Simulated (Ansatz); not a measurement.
`O[Si](F)(F)[SiH3]` + H₂O → `O[Si](O)(F)F` + SiH₄ at 500 K and 1 bar (formal hydrolysis of the Si–Si bond).

Program: Ansatz. Geometries: PBE0-D4/def2-TZVP. ΔE: electronic, gas phase. CCSD(T)/CBS adds triple-zeta CCSD(T) − MP2 to the extrapolated MP2 energy (def2 sets, frozen cores). This one scheme is used for every species. Each species was taken in one conformer, which may not be the lowest.

```
            species  CCSD(T)/CBS energy (Eh)  H − E (kJ/mol)  S (J/(mol·K))
`O[Si](F)(F)[SiH3]`               -855.51273           168.9          428.8
                H₂O                -76.37941            73.2          206.3
     `O[Si](O)(F)F`               -640.47553           132.4          375.8
               SiH₄               -291.46306           102.4          230.9
```

H − E and S are ideal-gas, rigid-rotor, harmonic terms from PBE0-D4/def2-TZVP, for one conformer and one mirror image of each species. 1 Eh = 2625.50 kJ/mol, R = 8.31446 J/(mol·K).

Question: By hand: ΔE, ΔH, ΔS and ΔG.

Answer: ΔE = (-640.47553) + (-291.46306) − (-855.51273) − (-76.37941) = -0.04645 Eh = -122.0 kJ/mol. Δ(H − E) = 132.4 + 102.4 − 168.9 − 73.2 = -7.3, so ΔH = -129.3 kJ/mol. ΔS = 375.8 + 230.9 − 428.8 − 206.3 = -28.4 J/(mol·K). ΔG = -129.3 − 500 × (-28.4)/1000 = -115.1 kJ/mol.

Question: By hand: the equilibrium constant, and the temperature at which ΔG would vanish if ΔH and ΔS stayed fixed.

Answer: log₁₀ K = −ΔG/(RT ln 10) = 12.0. ΔG = 0 at ΔH/ΔS = 4553 K, far beyond where these terms or the molecules hold.

ΔH outweighs TΔS. A doubt of 5 kJ/mol in ΔE shifts log₁₀ K by 0.5 here. Other conformers and mirror images would add mixing entropy, several J/(mol·K) or more a flexible species. These are equilibria of isolated gas molecules and say nothing of rates. Largest T1 diagnostic: 0.013 (customary marks: 0.02 for closed shells, 0.045 for open ones).
